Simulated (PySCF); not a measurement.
A calculated (PBE, PySCF 2.14, def2-TZVPPD, the non-relativistic Hamiltonian (point nucleus)) atom or ion has these occupied shells.

```
shell  electrons  orbital energy (eV)  rms radius, mean of both spins (bohr)
 1s α          1              -5334.7                                 0.0776
 1s β          1              -5334.6                                 0.0776
 2s α          1              -604.00                                  0.338
 2s β          1              -603.02                                  0.338
 2p α          3              -510.81                                  0.305
 2p β          3              -510.04                                  0.305
 3s α          1              -78.787                                   1.03
 3s β          1              -75.910                                   1.03
 3p α          3              -53.526                                   1.11
 3p β          3              -50.677                                   1.11
 3d α          3              -15.076                                   1.53
 4p α          1               -8.076                                   3.90
```

Question: Name the element and its charge.

Answer: V⁺ (vanadium, charge +1), in [Ar] 3d3 4p1, one real determinant (an excited configuration).
